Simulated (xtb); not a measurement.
The xtb input:
```
$ xtb mol.xyz --gfn 2 --chrg 1 --uhf 1 --alpb benzene --json

# file mol.xyz
10

Si     1.57720490    -0.21844012     0.33719565
N     -0.03462093    -0.41558879    -0.33441382
Si    -1.55864659     0.44121370    -0.15793536
H      2.43384184    -0.15398708    -0.86251371
H      1.53144398     0.95247478     1.19537894
H      1.82435616    -1.52111277     0.98754272
H     -0.10026846    -1.20362026    -0.96852287
H     -2.49882484    -0.62606735     0.23482359
H     -1.88220977     0.82663940    -1.54636792
H     -1.32580884     1.51596464     0.79091202
```

Task: What does this run give for the total energy, partial charges in atom order?

Result: 
total energy: -9.5715 Eh
partial charges in atom order: Si1 0.50, N2 -0.36, Si3 0.50, H4 0.04, H5 -0.01, H6 0.04, H7 0.22, H8 0.04, H9 0.04, H10 -0.01
